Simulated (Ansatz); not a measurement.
Several settings on one geometry of the cluster Hg3⁺ (the lowest doublet isomer of a short search) (that of the charge 1 doublet, PBE/def2-TZVP). Ansatz on 4 threads of Arm Neoverse V1 on a shared host; times are rough.

Cartesian coordinates in Å:
```
Hg -0.002 0.004 -0.002
Hg 2.699 0.521 -0.854
Hg -2.697 -0.526 0.856
```

Totals from different functionals, basis sets or treatments of relativity can't be compared as stabilities.

In the def2 sets Hg takes a core potential; there is no spin–orbit coupling. Correlated methods freeze no core orbitals; core or outer-core shells of Hg are correlated, in sets that lack core-valence functions.

The spins typed aren't always the lowest for that charge.

Give the basis size and estimate the energy, ⟨S²⟩ and time of these runs.

```csv
run,method,charge,state,further keys
1,UKS PBE/def2-SVPD,1,quartet,nuclear_model: gaussian; scf: {omitted_lower_state_checks: [starts]}
2,UKS revPBE0/def2-mTZVPP,1,doublet,–
3,"RHF, rpa/def2-TZVPD",0,singlet,pseudopotentials: {relativity: none}; scf: {omitted_lower_state_checks: [starts]}
4,UKS r2SCANh/def2-SVPD,1,doublet,pseudopotentials: {relativity: none}; scf: {lower_state_search: off}; forces asked
```


| run | functions | energy (Eh) | ⟨S²⟩ | wall time |
| --- | --- | --- | --- | --- |
| 1 | 105 | -460.1678 | 3.75 | 4.2 s |
| 2 | 108 | -460.3692 | 0.76 | 3.2 s |
| 3 | 138 | -458.9338 | – | 2.2 s |
| 4 | 105 | -460.3866 | 0.76 | 3.8 s |
